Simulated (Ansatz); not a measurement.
C7H6O2 (`O=COc1ccccc1`) at its PBE0-D4/def2-TZVP geometry, where that method's forces vanish. The species carries charge 0 and has multiplicity 1.

```json
{"atom": "O1", "x (Å)": "-0.331", "y (Å)": "-2.967", "z (Å)": "-0.357"}
{"atom": "C2", "x (Å)": "0.783", "y (Å)": "-2.732", "z (Å)": "-0.008"}
{"atom": "O3", "x (Å)": "1.308", "y (Å)": "-1.521", "z (Å)": "0.249"}
{"atom": "C4", "x (Å)": "0.516", "y (Å)": "-0.386", "z (Å)": "0.120"}
{"atom": "C5", "x (Å)": "1.017", "y (Å)": "0.637", "z (Å)": "-0.664"}
{"atom": "C6", "x (Å)": "0.302", "y (Å)": "1.819", "z (Å)": "-0.769"}
{"atom": "C7", "x (Å)": "-0.902", "y (Å)": "1.968", "z (Å)": "-0.097"}
{"atom": "C8", "x (Å)": "-1.387", "y (Å)": "0.931", "z (Å)": "0.686"}
{"atom": "C9", "x (Å)": "-0.680", "y (Å)": "-0.255", "z (Å)": "0.803"}
{"atom": "H10", "x (Å)": "1.568", "y (Å)": "-3.483", "z (Å)": "0.156"}
{"atom": "H11", "x (Å)": "1.961", "y (Å)": "0.498", "z (Å)": "-1.177"}
{"atom": "H12", "x (Å)": "0.689", "y (Å)": "2.626", "z (Å)": "-1.381"}
{"atom": "H13", "x (Å)": "-1.461", "y (Å)": "2.892", "z (Å)": "-0.182"}
{"atom": "H14", "x (Å)": "-2.327", "y (Å)": "1.043", "z (Å)": "1.214"}
{"atom": "H15", "x (Å)": "-1.055", "y (Å)": "-1.069", "z (Å)": "1.408"}
```

Problem. For each bond, give half the difference of the two atoms' forces along it (eV/Å; positive pushes the atoms apart) under PBE-D4, r2SCAN-D4, B3LYP-D4, ωB97M-V in def2-TZVPP. (Best estimate.)

Solution. Ansatz gave: 
```tsv
bond	length (Å)	PBE-D4	r2SCAN-D4	B3LYP-D4	ωB97M-V
O1–C2	1.191	0.94	0.32	0.26	0.11
C2–O3	1.345	0.27	0.22	0.13	0.11
C2–H10	1.099	-0.19	-0.18	-0.24	-0.19
O3–C4	1.390	0.12	0.16	0.18	0.25
C4–C9	1.384	0.06	0.00	0.01	-0.06
C5–C6	1.386	0.10	0.09	0.11	0.07
C5–H11	1.083	0.00	-0.10	-0.14	-0.08
C6–C7	1.386	0.12	0.09	0.11	0.05
C6–H12	1.084	0.00	-0.09	-0.15	-0.09
C7–C8	1.387	0.11	0.09	0.12	0.06
C7–H13	1.083	0.00	-0.09	-0.14	-0.09
C8–C9	1.386	0.10	0.10	0.10	0.06
C8–H14	1.084	0.00	-0.09	-0.15	-0.10
C9–H15	1.082	-0.01	-0.11	-0.15	-0.08
```

B3LYP here is the variant with VWN-RPA as its local correlation; programs differ in this.
